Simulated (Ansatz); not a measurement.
Z-matrix (Å, degrees):
```
P
O 1 1.649
H 1 1.425 2 98.4
H 1 1.426 2 98.5 3 93.2
As 2 1.810 1 118.2 3 134.5
H 5 1.528 2 94.5 1 -139.4
H 5 1.529 2 95.1 1 129.2
```

Total charge 0; spin multiplicity 1.

**Question.** List the B3LYP/def2-TZVPP orbital energies in eV (Ansatz). (Estimate.)

**Answer.** Computed: Occupied: -11589.03, -2097.64, -1465.85, -1310.43, -1310.40, -1310.37, -520.92, -191.05, -178.74, -138.28, -138.17, -138.06, -128.75, -128.68, -128.58, -45.48, -45.43, -45.34, -45.26, -45.22, -27.45, -18.18, -16.02, -11.85, -11.72, -11.59, -10.29, -8.30, -7.73, -6.85. Lowest empty: -1.26, 0.08, 0.48, 0.74, 1.11, 1.63, 4.53, 4.84.

B3LYP here is the variant with VWN-RPA as its local correlation; programs differ in this.
